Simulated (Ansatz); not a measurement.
(RbH)n off (charge +1): gap (eV) at several levels, gas phase, relaxed structures; Ansatz. Clusters are the lowest isomers that short searches found in that spin, judged at the geometry's level. Core potentials for Rb in the def2 sets, no spin–orbit coupling. HOMO and LUMO are taken over both spins. Singlets are spin-restricted. The structures are stationary points that may keep the symmetry of their start.

| species | state | geometry | PBE-D4/def2-SVP | PBE-D4/def2-TZVP | r2SCAN-D4/def2-TZVP | PBE0-D4/def2-SVP | PBE0-D4/def2-TZVP |
| --- | --- | --- | --- | --- | --- | --- | --- |
| Rb3H2⁺ | singlet | r2SCAN-D4/def2-TZVP | 2.56 | 2.59 | 3.45 | 4.04 | 4.08 |
| Rb3H3⁺ | doublet | PBE0-D4/def2-TZVP | 0.61 | 0.65 | 1.08 | 1.60 | 1.68 |
| Rb5H4⁺ | singlet | PBE-D4/def2-SVP | 2.98 | 3.03 | 3.75 | 4.46 | 4.52 |

Over the 3 species that have every level, the mean is 2.05 at PBE-D4/def2-SVP, 2.09 at PBE-D4/def2-TZVP, 2.76 at r2SCAN-D4/def2-TZVP, 3.37 at PBE0-D4/def2-SVP, 3.43 at PBE0-D4/def2-TZVP. Orbital gaps grow with the share of exact exchange and aren't one observable across functionals.
